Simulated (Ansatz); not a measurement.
Cost and result for the atomization energy of H8N2O2Si2 (`N[SiH2]O[SiH](N)O`) (14 atoms, 13 bonds).

Cartesian coordinates in Å:
```
N 0.312 1.672 -1.990
Si -0.237 0.068 -1.814
O 0.135 -0.670 -0.393
Si 0.301 -0.284 1.182
N 0.058 -1.750 2.018
O -0.777 0.846 1.689
H -0.139 2.429 -1.501
H 1.282 1.877 -2.168
H 0.395 -0.748 -2.876
H -1.716 0.095 -1.931
H 1.605 0.380 1.395
H 0.217 -1.822 3.009
H 0.234 -2.622 1.547
H -1.671 0.528 1.835
```

Total charge 0; spin multiplicity 1. The geometry is a stationary point of PBE0-D4/def2-TZVP. It is one conformer, not always the lowest. Program: Ansatz. All runs use 2 threads of an AMD EPYC 7R13 on a shared host and a share of an NVIDIA H100 80 GB. Times are those of one run each, without the atoms' runs, and a repeat can differ threefold. Electronic energies, without spin–orbit coupling; frozen cores. CCSD(T)/CBS adds CCSD(T) − MP2 in def2-TZVPP to the MP2 limit, and its time is that of the two runs behind it. T1 = 0.011. B3LYP takes the VWN-RPA correlation (the form of Gaussian; ORCA's B3LYP/G).

CCSD(T)/CBS is a level of theory with its own doubt, some kJ/mol a heavy atom from the limit and from the frozen cores, so smaller differences don't rank the functionals.

```csv
level,functions,wall time
B3LYP-D4/def2-TZVPP (with forces),320,2.2 s
ωB97X-V/def2-TZVPP,320,2.5 s
PBE0-D4/def2-TZVPP,320,2.7 s
PBE-D4/def2-TZVPP (with forces),320,3.5 s
MP2/def2-QZVPP,608,3.8 s
ωB97M-V/def2-TZVPP (with forces),320,4.1 s
r2SCAN-D4/def2-TZVPP (with forces),320,4.2 s
B2PLYP/def2-TZVPP,320,4.7 s
CCSD(T)/def2-TZVPP,320,10 s
CCSD(T)/CBS(def2),–,14 s
```

(1) What atomization energy does each give, and how far from CCSD(T)/CBS? (Estimate.)

## Answers

(1) The calculation gave: 
```tsv
level	atomization (kJ/mol)	difference from CCSD(T)/CBS	per bond
B3LYP-D4/def2-TZVPP (with forces)	5198.0	-24.4	-1.9
ωB97X-V/def2-TZVPP	5224.6	2.2	0.2
PBE0-D4/def2-TZVPP	5132.0	-90.4	-7.0
PBE-D4/def2-TZVPP (with forces)	5227.9	5.5	0.4
MP2/def2-QZVPP	5241.8	19.4	1.5
ωB97M-V/def2-TZVPP (with forces)	5223.4	1.0	0.1
r2SCAN-D4/def2-TZVPP (with forces)	5175.7	-46.7	-3.6
B2PLYP/def2-TZVPP	5142.2	-80.2	-6.2
CCSD(T)/def2-TZVPP	5047.1	-175.3	-13.5
CCSD(T)/CBS(def2)	5222.4	0.0	0.0
```

In def2-TZVPP, CCSD(T) changes the Hartree–Fock value by +1381.0 kJ/mol (the triples alone add +71.5 kJ/mol) and MP2 by +1469.3 kJ/mol; breaking electron pairs costs correlation energy, which Hartree–Fock lacks. From PBE to PBE0 (25 % exact exchange), in def2-TZVPP and without D4, the atomization energy moves by −91.3 kJ/mol: exact exchange takes away binding that semilocal exchange gives to molecules. The D4 term adds +50.6 kJ/mol with B3LYP and +27.0 kJ/mol with PBE0; it sums over pairs of atoms, weighted by their polarisabilities, and B3LYP, whose exchange is more repulsive, gets the larger term.
